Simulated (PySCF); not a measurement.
Run record: geometry optimisation, `[OH][Zr]([F])([F])[F]` (Zr(OH)F3).

Method: PBE0-D3(BJ)/def2-SVP geometry optimisation, gas phase, def2 core potentials past Kr (PySCF 2.14.0). Start geometry: GFN2-xTB. The input is one job of a driver script: a line of settings, then coordinates in Å.

Input:
```
{"job": {"xc": "PBE0", "basis": "def2-SVP", "d3": "d3bj", "grid": 1, "maxiter": 30, "shake": 0.03, "kind": "geom"}, "charge": 0, "multiplicity": 1}
Zr     0.008950    -0.189780    -0.400640
O      0.030640     0.064900     1.408290
H      0.175060     0.494770     2.232060
F      1.745880    -0.141700    -1.165600
F     -0.948510     1.316150    -1.184040
F     -0.948880    -1.640360    -0.959340
```

Output:
```
step   0  E = -422.05285582  max force = 0.056993
step   1  E = -422.06127887  max force = 0.026630
step   2  E = -422.06378770  max force = 0.005863
step   3  E = -422.06421804  max force = 0.004574
step   4  E = -422.06439038  max force = 0.002710
step   5  E = -422.06455134  max force = 0.002345
step   6  E = -422.06464983  max force = 0.002240
step   7  E = -422.06484808  max force = 0.001679
step   8  E = -422.06487125  max force = 0.000626
step   9  E = -422.06488382  max force = 0.000693
step  10  E = -422.06488730  max force = 0.000656
step  11  E = -422.06489095  max force = 0.000297
optimisation converged
```

Energies in Eh; «max force» is the largest Cartesian gradient component in Eh/bohr.

Problem. Give the first gradient maximum in eV/Å.

Solution. With 1 Eh/bohr = 51.422 eV/Å, 2.931 eV/Å.

Problem. How much energy does the optimisation release, in kJ/mol?

Solution. E(step 0) − E(last step) = 0.012035 Eh, which is 31.6 kJ/mol.

Main results: final energy -422.06489 Eh after 11 steps; dipole 2.82 D.

Problem. Estimate the wall time. Hardware: one thread, Arm Neoverse V1 (aarch64), shared host with 32 logical CPUs at a one-minute load of 12. And the peak memory of the process?

Solution. About 45 s, with 0.35 GiB resident at the peak, the Python interpreter and its libraries included.
Labels such as C1 count atoms from 1, the log's own numbers from 0.
